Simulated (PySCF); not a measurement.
## Electron correlation in Sc(9+) (scandium, charge +9)

Starting occupation: [Ne] 3s2. Computed with PySCF 2.14 in an even-tempered Gaussian basis (19 s from 0.16 bohr⁻², ratio 2.6; 13 p from 0.2 bohr⁻², ratio 2.6; 7 d from 0.21 bohr⁻², ratio 2.8; 4 f from 4.2 bohr⁻², ratio 2.8), with X2C-1e with screened-nucleus spin-orbit coupling, Gaussian nucleus. Frozen: 1s2; 10 electrons correlated; the 50 highest virtual spinors left out.

MP2 pair energies summed by pair of shells (mhartree):

| pair | energy | share (%) |
| --- | --- | --- |
| 2p1/2-2p3/2 | -93.82 | 24.8 |
| 2p3/2-2p3/2 | -89.77 | 23.7 |
| 3s1/2-3s1/2 | -53.74 | 14.2 |
| 2p3/2-2s1/2 | -39.91 | 10.6 |
| 2p3/2-3s1/2 | -28.91 | 7.6 |
| 2p1/2-2p1/2 | -21.52 | 5.7 |
| 2p1/2-2s1/2 | -20.02 | 5.3 |
| 2p1/2-3s1/2 | -14.25 | 3.8 |
| 2s1/2-2s1/2 | -10.09 | 2.7 |
| 2s1/2-3s1/2 | -6.07 | 1.6 |

Total MP2 correlation energy: -378.09 mhartree.

The virtual space was cut to 42 spinors, which keep -285.71 of the -378.09 mhartree of MP2 correlation.

```tsv
level	correlation energy (mhartree)
CCSD	-304.38
(T)	-1.32
CCSD(T)	-305.70
```

Diagnostics: T1 = 0.0010, largest double amplitude 0.098.

Question: Is a single reference adequate?

Answer: Mostly. T1 lies below 0.03, but a double amplitude of this size points to a near-degeneracy that CCSD handles and MP2 describes poorly.

The coupled-cluster values are those of the cut space; adding the MP2 remainder, -92.38 mhartree, estimates the full space.
